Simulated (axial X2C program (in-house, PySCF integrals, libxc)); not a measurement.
## Which molecule has these constants?

All values come from calculations with an in-house relativistic program for diatomic molecules, spin-free (one-electron X2C) or two-component (2c: spin–orbit coupling with atomic mean-field Coulomb and Gaunt terms, which also bring small scalar terms), in Dyall basis sets with cores contracted in-house; open shells are unrestricted.

A two-component PBE0 calculation in a Dyall 3-zeta basis gave Re = 1.746 Å, ωe = 982.2 cm⁻¹, Ω = 1/2.

**Question.** Which molecule is it?
A. ZrF⁺
B. ZrB⁺
C. ZrN⁺
D. LiZr⁺
E. ZrC⁺

**Answer.** E. The others have ZrN⁺ 1.634 Å and 1133.8 cm⁻¹ (Ω = 0); ZrF⁺ 1.815 Å and 751.1 cm⁻¹ (Ω = 1); LiZr⁺ 3.130 Å and 265.7 cm⁻¹ (Ω = 1); ZrB⁺ 2.144 Å and 559.2 cm⁻¹ (Ω = 4).

Each entry is the lowest single determinant of a limited PBE0 search at one distance. De goes to single-determinant-based atoms at the same level (for ions the charge split of lowest energy) and is withheld (n/a) where an atom does not fit its ground term or J level. Main or longest-lived isotopes. One determinant is a doubtful description, or other states lie close, for ZrC⁺, ZrF⁺, LiZr⁺, ZrB⁺; these need not be ground states, and all values refer to the states named. Some open-shell Ω = 0 determinants are out of reach, so the Ω given for ZrB⁺ need not be the lowest component. With several unpaired electrons the Ω given is that of one determinant, not necessarily of the lowest component. The functionals have no current term, which raises determinants with orbital currents.
